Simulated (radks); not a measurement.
The numbers below are computed, except where a source is named.
Task: Pd XXVIII, configuration [Ar] 4d1 (not the ground configuration). Code: a radial shooting solver on a logarithmic mesh with Libxc functionals. Model: Dirac Kohn-Sham, XLYP, spin-unpolarised, spherical densities, finite nucleus; open shells are shared between the two j in proportion to 2j + 1; Fermi nuclear charge, rms radius 4.5318 fm. Some entries of the table are withheld. Estimate them.

| orbital | occ. | eigenvalue (eV) | <r> (bohr) | r(max) (bohr) |
|---|---|---|---|---|
| 1s1/2 | 2 | -25448.53 | 0.03185 | 0.02065 |
| 2s1/2 | 2 | -4796.630 | 0.1368 | 0.1165 |
| 2p1/2 | 2 | -4551.135 | (1) | (2) |
| 2p3/2 | 4 | -4389.487 | (3) | (4) |
| 3s1/2 | 2 | (5) | 0.3442 | 0.3223 |
| 3p1/2 | 2 | -1606.162 | 0.3305 | 0.3060 |
| 3p3/2 | 4 | -1569.595 | 0.3383 | 0.3139 |
| 3d3/2 | 0 | (6) | 0.2986 | 0.2500 |
| 3d5/2 | 0 | (7) | 0.3010 | 0.2522 |
| 4s1/2 | 0 | -842.4495 | 0.6712 | 0.6677 |
| 4d3/2 | 0.4 | -737.4562 | 0.6561 | (8) |
| 4d5/2 | 0.6 | -734.5453 | 0.6593 | (9) |

Result: 
(1) 2p1/2 <r> (bohr): 0.1161
(2) 2p1/2 r(max) (bohr): 0.09023
(3) 2p3/2 <r> (bohr): 0.1209
(4) 2p3/2 r(max) (bohr): 0.09434
(5) 3s1/2 eigenvalue (eV): -1695.781
(6) 3d3/2 eigenvalue (eV): -1431.606
(7) 3d5/2 eigenvalue (eV): -1423.353
(8) 4d3/2 r(max) (bohr): 0.6464
(9) 4d5/2 r(max) (bohr): 0.6497
